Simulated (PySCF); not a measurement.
## TDDFT excited states: C2H6Cl3GeN

Species: GeCl3(NHEt), C2H6Cl3GeN.
InChI=1S/C2H6Cl3GeN/c1-2-7-6(3,4)5/h7H,2H2,1H3

Level of theory: PySCF, TDDFT B3LYP/def2-SVPD, vertical, gas phase, core orbitals frozen in the response. One conformer (not necessarily the lowest) at the PBE0-D3(BJ)/def2-SVP geometry, without solvent, vibrations or thermal averaging. Relativistic effects, spin–orbit coupling among them, are left out although an element past zinc is present.

**Question.** Predict the UV-vis stick spectrum at this level.

**Answer.** 

```json
{"state": "S1", "E (eV)": "4.68", "E (kJ/mol)": "452", "λ (nm)": "264.9", "f": "0.015", "|μ| (D)": "0.91", "main configurations (H = HOMO, L = LUMO)": "H→L (99%)"}
{"state": "S2", "E (eV)": "5.97", "E (kJ/mol)": "576", "λ (nm)": "207.8", "f": "0.0017", "|μ| (D)": "0.28", "main configurations (H = HOMO, L = LUMO)": "H-1→L (99%)"}
{"state": "S3", "E (eV)": "6.27", "E (kJ/mol)": "605", "λ (nm)": "197.8", "f": "0.028", "|μ| (D)": "1.09", "main configurations (H = HOMO, L = LUMO)": "H-2→L (94%)"}
{"state": "S4", "E (eV)": "6.34", "E (kJ/mol)": "612", "λ (nm)": "195.5", "f": "0.0066", "|μ| (D)": "0.52", "main configurations (H = HOMO, L = LUMO)": "H→L+1 (87%), H-3→L (10%)"}
{"state": "S5", "E (eV)": "6.36", "E (kJ/mol)": "614", "λ (nm)": "194.9", "f": "0.033", "|μ| (D)": "1.17", "main configurations (H = HOMO, L = LUMO)": "H-3→L (84%), H→L+1 (9%)"}
{"state": "S6", "E (eV)": "6.52", "E (kJ/mol)": "629", "λ (nm)": "190.3", "f": "0.027", "|μ| (D)": "1.05", "main configurations (H = HOMO, L = LUMO)": "H-4→L (89%)"}
{"state": "S7", "E (eV)": "6.68", "E (kJ/mol)": "645", "λ (nm)": "185.5", "f": "0.014", "|μ| (D)": "0.75", "main configurations (H = HOMO, L = LUMO)": "H→L+2 (37%), H-6→L (30%), H-5→L (28%)"}
{"state": "S8", "E (eV)": "6.71", "E (kJ/mol)": "648", "λ (nm)": "184.7", "f": "0.038", "|μ| (D)": "1.22", "main configurations (H = HOMO, L = LUMO)": "H-5→L (50%), H→L+2 (43%)"}
{"state": "S9", "E (eV)": "6.72", "E (kJ/mol)": "648", "λ (nm)": "184.6", "f": "0.026", "|μ| (D)": "1.02", "main configurations (H = HOMO, L = LUMO)": "H-6→L (64%), H-5→L (17%), H→L+2 (13%)"}
{"state": "S10", "E (eV)": "7.20", "E (kJ/mol)": "694", "λ (nm)": "172.3", "f": "0.080", "|μ| (D)": "1.71", "main configurations (H = HOMO, L = LUMO)": "H→L+3 (65%), H-7→L (24%)"}
{"state": "S11", "E (eV)": "7.32", "E (kJ/mol)": "707", "λ (nm)": "169.3", "f": "0.062", "|μ| (D)": "1.49", "main configurations (H = HOMO, L = LUMO)": "H-7→L (68%), H→L+3 (16%), H→L+4 (9%)"}
{"state": "S12", "E (eV)": "7.51", "E (kJ/mol)": "725", "λ (nm)": "165.0", "f": "0.035", "|μ| (D)": "1.11", "main configurations (H = HOMO, L = LUMO)": "H→L+4 (77%), H→L+3 (8%)"}
{"state": "S13", "E (eV)": "7.66", "E (kJ/mol)": "739", "λ (nm)": "161.8", "f": "0.013", "|μ| (D)": "0.68", "main configurations (H = HOMO, L = LUMO)": "H→L+5 (88%)"}
{"state": "S14", "E (eV)": "7.77", "E (kJ/mol)": "750", "λ (nm)": "159.5", "f": "0.0060", "|μ| (D)": "0.45", "main configurations (H = HOMO, L = LUMO)": "H→L+6 (88%)"}
{"state": "S15", "E (eV)": "7.92", "E (kJ/mol)": "765", "λ (nm)": "156.4", "f": "0.0031", "|μ| (D)": "0.32", "main configurations (H = HOMO, L = LUMO)": "H→L+7 (81%)"}
```

Triplets (Tamm–Dancoff): T1 4.36 eV, H→L (97%); T2 5.59 eV, H-1→L (97%); T3 5.78 eV, H-2→L (91%); T4 5.89 eV, H-3→L (92%).

The lowest singlet lies at 4.68 eV (265 nm, ultraviolet) and is weak; its leading configuration is HOMO→LUMO (99%). The most intense listed level is S10 at 7.20 eV (172 nm, f = 0.080), 2.52 eV above S1. S8/S9 lie within about 0.01 eV of each other. Löwdin shares by element: HOMO nitrogen 57%, carbon 18%, chlorine 8% or more (atoms not listed hold the other 18%); LUMO chlorine 65%, germanium 23%. Orbital energies (eV): HOMO-3 -9.27, HOMO-2 -9.16, HOMO-1 -8.94, HOMO -7.51, LUMO -1.87, LUMO+1 -0.07, LUMO+2 0.20. The oscillator strengths of these states sum to 0.389; summed over the whole spectrum of an exact calculation they would give the number of electrons, 108 (Thomas–Reiche–Kuhn). Weighted by f, the mean energy of these states is 6.88 eV. No computed singlet lies in the visible range (380 to 750 nm); the lowest, at 265 nm, stands 1.42 eV above its violet end (3.26 eV). The vertical ionisation energy (ΔSCF) is 9.56 eV, 1.64 eV above S15. Singlets were solved by full linear response, triplets in the Tamm–Dancoff approximation.
